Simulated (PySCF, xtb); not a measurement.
Al(H)(OEt)(NH2) (C2H8AlNO), SMILES CC[O][AlH][NH2]. Other conformers were not sampled.

Harmonic wavenumbers (cm⁻¹) from GFN2-xTB (xtb) at its own minimum, in rising order: 10, 91, 145, 176, 192, 251, 403, 410, 431, 469, 597, 672, 825, 833, 993, 1091, 1151, 1225, 1259, 1339, 1398, 1475, 1478, 1483, 1495, 1932, 2890, 2912, 3034, 3036, 3041, 3401, 3445.

Question: What does PySCF 2.14.0 with PBE0-D3(BJ)/def2-SVP give at its own minimum? (The exact figures need the calculation; the answer reports its results.)

Answer: 44, 73, 97, 237, 295, 350, 415, 442, 511, 582, 653, 741, 806, 852, 953, 1109, 1176, 1258, 1312, 1374, 1415, 1454, 1471, 1505, 1527, 1992, 2999, 3048, 3058, 3143, 3155, 3617, 3709. Paired by order, the mean absolute difference is 63 cm⁻¹ and the zero-point energies are 62.3 and 64.9 kcal/mol.
